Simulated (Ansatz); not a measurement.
Cost and result for the atomization energy of CH$_{7}$AlO$_{2}$Si (12 atoms, 12 bonds).

Cartesian coordinates in Å:
```
O -1.8708 0.7715 1.4293
Si -0.5589 1.3076 0.6206
O 0.3868 0.0544 0.0859
C -0.0810 -0.9587 -0.9388
Al 1.7696 -1.2112 -0.3753
H -2.6602 0.5454 0.9366
H 0.2811 2.0582 1.5708
H -0.9713 2.0761 -0.5794
H -0.3651 -0.4268 -1.8465
H -0.9148 -1.5166 -0.5148
H 2.0728 -2.1958 0.8289
H 2.9119 -0.5040 -1.2174
```

The species carries charge 0 and has multiplicity 1. The bonds changed during the relaxation, so this is another structure than the one it started from. All single points use the PBE0-D4/def2-TZVP geometry. It is one conformer, not always the lowest. Program: Ansatz. All runs use 4 threads of an Arm Neoverse V2 on a shared host. Times are those of one run each, without the atoms' runs, and a repeat can differ threefold. Electronic energies, without spin–orbit coupling; frozen cores. CCSD(T)/CBS adds CCSD(T) − MP2 in def2-TZVPP to the MP2 limit, and its time is that of the two runs behind it. T1 = 0.012. B3LYP takes the VWN-RPA correlation (the form of Gaussian; ORCA's B3LYP/G).

CCSD(T)/CBS is a level of theory with its own doubt, some kJ/mol a heavy atom from the limit and from the frozen cores, so smaller differences don't rank the functionals.

```tsv
level	functions	atomization (kcal/mol)	difference from CCSD(T)/CBS	per bond
CCSD(T)/def2-TZVPP	275	966.1	-27.8	-2.3
CCSD(T)/CBS(def2)	–	993.9	0.0	0.0
PBE-D4/def2-TZVPP (with forces)	275	991.1	-2.8	-0.2
ωB97X-V/def2-TZVPP	275	993.5	-0.4	0.0
r2SCAN-D4/def2-TZVPP (with forces)	275	990.4	-3.5	-0.3
MP2/def2-QZVPP	521	997.5	3.6	0.3
B2PLYP/def2-TZVPP	275	977.1	-16.8	-1.4
ωB97M-V/def2-TZVPP (with forces)	275	992.6	-1.3	-0.1
B3LYP-D4/def2-TZVPP (with forces)	275	985.9	-8.0	-0.7
PBE0-D4/def2-TZVPP	275	976.1	-17.8	-1.5
```

Q: Order the runs by time, with rough figures. (Estimate.)

A: The calculation gave: PBE-D4/def2-TZVPP (with forces) 2.8 s; PBE0-D4/def2-TZVPP 3.5 s; r2SCAN-D4/def2-TZVPP (with forces) 6 s; B3LYP-D4/def2-TZVPP (with forces) 6 s; B2PLYP/def2-TZVPP 6.5 s; ωB97X-V/def2-TZVPP 9 s; ωB97M-V/def2-TZVPP (with forces) 14 s; MP2/def2-QZVPP 26 s; CCSD(T)/def2-TZVPP 3.4 min; CCSD(T)/CBS(def2) 3.8 min.

In def2-TZVPP, CCSD(T) changes the Hartree–Fock value by +245.2 kcal/mol (the triples alone add +12.9 kcal/mol) and MP2 by +259.6 kcal/mol; breaking electron pairs costs correlation energy, which Hartree–Fock lacks. The D4 term adds +9.7 kcal/mol with B3LYP and +5.1 kcal/mol with PBE0; it sums over pairs of atoms, weighted by their polarisabilities, and B3LYP, whose exchange is more repulsive, gets the larger term. From PBE to PBE0 (25 % exact exchange), in def2-TZVPP and without D4, the atomization energy moves by −14.0 kcal/mol: exact exchange takes away binding that semilocal exchange gives to molecules.
